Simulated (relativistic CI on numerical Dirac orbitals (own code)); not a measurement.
**Spin-allowed bands of a d7 ion in an octahedral site, by hand**

Problem. Take Δ = 7410 cm⁻¹ and B = 390 cm⁻¹ for a high-spin d7 ion in an octahedral site. Calculate the three spin-allowed bands.

Working.
1. The terms of highest spin are 4F (energy 0) and 4P (15B = 5850 cm⁻¹). Here the F term splits into A2 at +1.2Δ = 8892, T2 at +0.2Δ = 1482 and T1 at −0.6Δ = -4446 cm⁻¹.
2. The two T1 states mix through the element 0.4Δ: H = [[-4446, 2964], [2964, 5850]], with roots ½(H₁₁ + H₂₂) ∓ ½√[(H₂₂ − H₁₁)² + 4H₁₂²] = ½(1404) ∓ ½(11881) = -5238 and 6642 cm⁻¹.
3. The ground term is 4T1 at -5238 cm⁻¹.
4. Bands: 4T2 6720 cm⁻¹ (1488 nm), 4T1(P) 11881 cm⁻¹ (842 nm), 4A2 14130 cm⁻¹ (708 nm).

Check. Exact diagonalisation of the whole d7 shell with these parameters gives 4T2 6720, 4T1 11881, 4A2 14130 cm⁻¹. The match is exact, since without spin-orbit coupling no other term has this spin. The ratio of the second band to the first, 1.768, depends on Δ/B = 19.0 alone, which is how a Tanabe-Sugano diagram is read.
